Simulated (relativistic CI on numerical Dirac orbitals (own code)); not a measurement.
One change at a time: As XXII

Base calculation: Dirac-Coulomb-Breit CI, KLI orbitals optimised for each configuration, QED by a radiative potential, unscaled Slater integrals.

Configuration list (outside the closed core [Ne]): 3s2, 3s 3p, 3p2, 3s 3d, 3d2, 3p 3d, 3p 4s, 3d 4s, 3s 4s, 3s 4p, 3s 4d, 3s 4f, 3s 5s, 3s 5p, 3s 5d, 4s2. Levels of other configurations are missing.

The lowest level and the first level of each name with at least 55 % of one term (blank where a level has no safe partner in the second run):

```
      Level  Base (cm⁻¹)  Shift (cm⁻¹)
   3s2 1S_0            0             0
3s 3p 3P°_0       340768         +1391
3s 3p 3P°_1       357317         +1392
3s 3p 3P°_2       406941         +1391
3s 3p 1P°_1       543041         +1408
   3p2 3P_0       818051         +2733
   3p2 1D_2       853782         +2507
   3p2 3P_1       860211         +2743
   3p2 3P_2       919115         +2622
 3s 3d 3D_1      1020414         +1145
 3s 3d 3D_2      1024779         +1147
   3p2 1S_0      1026734         +2669
 3s 3d 3D_3      1031760         +1145
 3s 3d 1D_2      1150934         +1496
```

At this charge energies of transitions that change n are usually good to better than 1 %, and those within a shell (Δn = 0) to a few per cent.

One thing was changed in a second run, which moved the levels as shown. Which?
A. P86 correlation estimate
B. only the first 3 configurations
C. Breit term removed
D. one mean potential for all configurations
E. QED terms removed
F. configuration mixing switched off

A. P86 correlation estimate. A correlation estimate moves all levels of a configuration together before mixing; mixed levels move by a weighted share.

LS names give the leading component of a level, which can be under half, so a name can repeat, a term be missing and a line seem to break the LS rules.
